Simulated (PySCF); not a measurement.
**How methods differ on the interval between two levels of Gd**

Gd [Xe] 4f7 5d1 6s2 [9D6, M_J = 6] → Gd [Xe] 4f8 6s2 [7F6, M_J = 6], as a difference of total energies. Computed with PySCF 2.14 in x2c-TZVPall-2c (11s11p10d4f1g, 131 functions), with the two-component X2C-1e Hamiltonian. Correlated levels: [Ar] 3d10 frozen; the 18 highest virtual spinors dropped. "Screened" scales the spin-orbit matrix elements by Boettger's factors to mimic the two-electron term; Breit and QED terms are absent.

| method | interval between two levels (cm⁻¹) |
| --- | --- |
| GHF (screened spin-orbit) | 34309 |
| GMP2 (screened spin-orbit) | 13098 |

The labels give the starting determinants; with spin-orbit coupling the two ends relaxed to ⟨J²⟩ = 42.64, ⟨L²⟩ = 6.73, ⟨S²⟩ = 20.09 and ⟨J²⟩ = 42.03, ⟨L²⟩ = 12.30, ⟨S²⟩ = 11.92.

The determinant of the lower state mixes levels of different J (the jj label is only the starting occupation), so the difference between spin-free and spin-orbit rows is not the physical spin-orbit shift.

For comparison: 9228.1 cm⁻¹ (measured; NIST Handbook of Basic Atomic Spectroscopic Data (Sansonetti and Martin, J. Phys. Chem. Ref. Data 34, 1559 (2005))).
